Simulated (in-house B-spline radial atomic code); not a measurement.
K. Computed with a B-spline radial atomic code. Model: all-electron spherical atom, spin shells full or empty, radial basis limit, no spin-orbit coupling, Breit or QED, empty-state partial waves extrapolated as (l+1/2)^-4, RPA, G0W0 and static COHSEX of the highest shell as one setting changes (uncorrelated shells keep exact exchange).

In a row where one electron alone is correlated, RPA and GW hold only self-correlation.

Given: element K; charge 0; filled core Ar; hamiltonian one-electron scalar X2C; mean-field start LDA VWN5; highest l of empty states 9; nuclear rms radius 3.4349 fm; highest mean-field shell 4s up.

Shell: 4s 1 0 (electrons up and down).

```csv
lowest nl shells left uncorrelated,RPA correlation energy (hartree),G0W0 level (eV),G0W0 minus most complete (meV),COHSEX level (eV)
0,-1.1738,-4.5092,0,-5.8251
1,?,?,?,?
2,?,?,?,?
3,-0.47716,-4.503,6.2,-5.8116
4,-0.33993,-4.5059,3.3,-5.8162
5,-0.018033,-4.2867,222.5,-5.4379
```

Question: What follows for lowest nl shells left uncorrelated = 1?

Answer: RPA correlation energy -1.0375 hartree; G0W0 level -4.509 eV; G0W0 minus most complete 0.1 meV; COHSEX level -5.8246 eV.

Question: What follows for lowest nl shells left uncorrelated = 2?

Answer: RPA correlation energy -0.88375 hartree; G0W0 level -4.5105 eV; G0W0 minus most complete -1.3 meV; COHSEX level -5.8286 eV.
